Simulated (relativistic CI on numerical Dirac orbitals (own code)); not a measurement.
Radial Dirac CI calculation of Lu³⁺.

Command:

```sh
python run_levels.py task.json out
```

Input:

```
atom Lu  Z=71  charge=3  electrons=68
nucleus A=175  rms_radius_fm=53.7000
hamiltonian dirac-coulomb  breit=on  qed=on  c_scale=1
orbitals kli  potential=per-configuration
slater_scale 1
correlation none
mixing on
grid step=0.0125 r_max=50.3
scf mixing=0.4 start=green max_iterations=50 tolerance=2e-08 node_fill=0.05
configurations
  [Xe] 4f14
end
```

Output:

```
SCF 1: [Xe] 4f14
 iter      energy (Ha)   residual   last orbital (Ha)
    1    -14430.773123   3.96e+00     -5.05325
    2    -14485.494470   7.84e-01     -3.04504
    3    -14487.397046   2.51e-01     -2.57476
    4    -14487.911244   1.92e-01     -2.55992
    5    -14487.969287   9.37e-02     -2.43659
    6    -14488.019769   1.10e-02     -2.45422
    7    -14488.019322   1.05e-02     -2.46110
    8    -14488.017412   1.73e-03     -2.46011
    9    -14488.017282   1.13e-03     -2.46001
   10    -14488.017042   3.35e-05     -2.45982
   11    -14488.017037   2.39e-06     -2.45981
   12    -14488.017036   4.98e-07     -2.45981
   13    -14488.017036   7.69e-08     -2.45981
   14    -14488.017036   3.95e-08     -2.45981
   15    -14488.017036   1.35e-09     -2.45981
orbital energies (Ha): 4p3/2 -14.0379  4d3/2 -8.7038  4d5/2 -8.3436  4f5/2 -1.8095  4f7/2 -1.7534  5s -3.5814  5p1/2 -2.7171  5p3/2 -2.4598
configuration averages (Ha): Dirac-Coulomb, Breit, QED
  5p6                         -14488.017036   14.570903    8.845011
levels: no., configuration, term, J, E (cm-1), weight
   1 5p6                    1S   0                0.0  1.00
lowest total energy -14464.601123 Ha
end: converged
```

Against the reference input this run has: nuclear radius 53.7 fm. The reference run ends at -14546.134154 Ha with Breit and QED terms. The iteration limit was 50 against 150. With a changed speed of light or nuclear radius the levels are not those of the real ion, and the QED model is not rescaled. This setting is bad on purpose; its numbers may not be properties of the ion.
